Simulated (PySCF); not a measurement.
# Computed records: CH$_{7}$GeNSi

Computed with PySCF 2.14.0. Calculation on a computer-drawn molecule: the log of a Hartree-Fock and frozen-core CCSD(T) single point meant for a local Hartree-Fock minimum, with one planted fault or none, to be diagnosed. Offsets are logged minus clean, where the clean run is the same molecule without the fault. The reference is restricted for singlets and unrestricted otherwise, and also for a bond in bohr or an excited solution. Adding or removing an electron swaps singlet and doublet. The excited solution moves the top pair (singlet) or top alpha electron (doublet) to the lowest empty orbital. Highest occupied and lowest empty are orbital energies over both spins, largest force is the largest gradient component, triples share is (T) over the correlation energy, the T1 limit is 0.02 restricted and 0.045 unrestricted, electrons count all cores, a negative frequency is imaginary (commonest isotopes), and the dipole is about the centre of nuclear charge; on germanium a core potential holds 10 electrons, which the energies leave out, and 3d is frozen in MP2 and coupled-cluster steps.

```xyz
11
formula=CH7GeNSi meant_charge=0 meant_multiplicity=1 meant_basis=cc-pV(D+d)Z meant_basis_and_core_potential_on_germanium=cc-pVDZ-PP_ECP10MDF logged_electrons=66 logged_basis_functions=109 logged_SCF_converged=yes logged_spin_squared=0 logged_highest_occupied=-8.3874 logged_lowest_empty=1.8122 logged_largest_force=1.781e-05 logged_lowest_frequency=93.71 logged_T1_diagnostic=0.012935 logged_D1_diagnostic=0.042085 logged_triples_share=0.031447 logged_CC_converged=yes logged_dipole_magnitude=2.6184 logged_SCF_stable_within_its_kind=yes logged_energy_HF=-678.67873 logged_energy_CCSD(T)=-679.25822 possible_faults=no_fault,one_electron_removed,one_electron_added,multiplicity_raised_by_two,geometry_at_a_saddle_point,SCF_held_on_an_excited_solution,minimal_basis_STO-3G,one_bond_length_entered_in_bohr,all_coordinates_scaled planted_fault=no_fault HF_energy_offset_from_clean_run=0 CCSD(T)_energy_offset_from_clean_run=0
N     -0.7129    -0.3800     1.7309
Si     0.6924    -0.2450     0.7414
C      0.6101     1.0755    -0.5634
Ge    -0.7491     2.1649    -0.8582
H     -0.9179     0.3186     2.4197
H     -1.5591    -0.7692     1.3607
H      1.8407     0.0256     1.6409
H      0.9029    -1.5625     0.0927
H      1.4663     1.2119    -1.2212
H     -2.0401     2.1446    -0.0564
H     -0.7470     3.2266    -1.9486
```

Units: logged_highest_occupied, logged_lowest_empty in eV; logged_largest_force in hartree/bohr; logged_lowest_frequency in cm⁻¹; logged_dipole_magnitude in debye; logged_energy_HF, logged_energy_CCSD(T) in hartree; HF_energy_offset_from_clean_run, CCSD(T)_energy_offset_from_clean_run in kcal/mol.

Drawn bonds:
```
atom  other atom  order
   1           2      1
   2           3      1
   3           4      2
   1           5      1
   1           6      1
   2           7      1
   2           8      1
   3           9      1
   4          10      1
   4          11      1
```
